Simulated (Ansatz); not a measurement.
Start from `CC[CH](F)[AlH2]` and change one atom or group to get `CCC(N)F`.

Ansatz, PBE0-D4/def2-TZVP geometries, multiplicity 1. Each molecule was computed in one conformer, which needn't be the lowest.

```csv
property,`CC[CH](F)[AlH2]`
size of the dipole moment (ωB97M-V/def2-TZVPP) / D,1.57
HOMO energy (PBE/def2-TZVPP) / eV,-6.08
HOMO energy (ωB97M-V/def2-TZVPP) / eV,-9.70
LUMO energy (B3LYP/def2-TZVPP) / eV,-1.82
HOMO energy (PBE0/def2-TZVPP) / eV,-7.44
size of the dipole moment (B3LYP/def2-TZVPP) / D,1.58
```

(1) What does the change do to each property? (Best estimate.)

Answers

(1) Ansatz gave: 
```
                                          property  `CCC(N)F`  shift
size of the dipole moment (ωB97M-V/def2-TZVPP) / D       0.98  -0.59
                 HOMO energy (PBE/def2-TZVPP) / eV      -6.23  -0.15
             HOMO energy (ωB97M-V/def2-TZVPP) / eV     -10.26  -0.56
               LUMO energy (B3LYP/def2-TZVPP) / eV       0.90   2.72
                HOMO energy (PBE0/def2-TZVPP) / eV      -7.80  -0.36
  size of the dipole moment (B3LYP/def2-TZVPP) / D       1.00  -0.58
```

With PBE0 the HOMO falls by 0.36 eV and the LUMO rises by 2.86 eV, so the gap widens by about 3.22 eV. PBE moves the HOMO by -0.15 eV and ωB97M-V by -0.56 eV. Dipoles are sizes alone; their direction can turn.

B3LYP here is the variant with VWN-RPA as its local correlation; programs differ in this.
